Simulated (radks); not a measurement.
Species: Si. Configuration: [Ne] 3s2 3p2 (the NIST ground configuration).

All-electron calculation, Dirac Kohn-Sham, BLYP, spin-unpolarised, spherical densities, finite nucleus; open shells fill j = l - 1/2 first; Fermi nuclear charge, rms radius 3.1224 fm. Program: a radial shooting solver on a logarithmic mesh with Libxc functionals.

Energy parts (eV):
| part | energy |
|---|---|
| total | -7891.338 |
| kinetic | 7915.098 |
| electron-nucleus | -18838.404 |
| Hartree | 3598.469 |
| exchange-correlation | -566.501 |

Orbitals (lengths in bohr, moments of r in powers of bohr; r(max) is where P^2 peaks):
orbital  occ.  eigenvalue (eV)      <r^4>   <1/r>   r(max)
1s1/2       2        -1787.030  0.0007204   13.64  0.07260
2s1/2       2        -139.2552     0.2778   2.580   0.4544
2p1/2       2         -95.9503     0.2966   2.471   0.3860
2p3/2       4         -95.3009     0.3011   2.457   0.3876
3s1/2       2         -10.6673      51.18  0.6343    1.772
3p1/2       2          -3.9367      182.7  0.4849    2.136
3p3/2       0          -3.9045      185.5  0.4830    2.143

The highest occupied level is 3p1/2 at -3.937 eV. The electron density at the nucleus is 1911 e/bohr^3. The density falls to 0.001 e/bohr^3 at r = 4.45 bohr. Summed over all electrons, <r^2> = 32.99 bohr^2, which gives a Langevin (diamagnetic) susceptibility term of -26.1 x 10^-6 cm^3/mol.
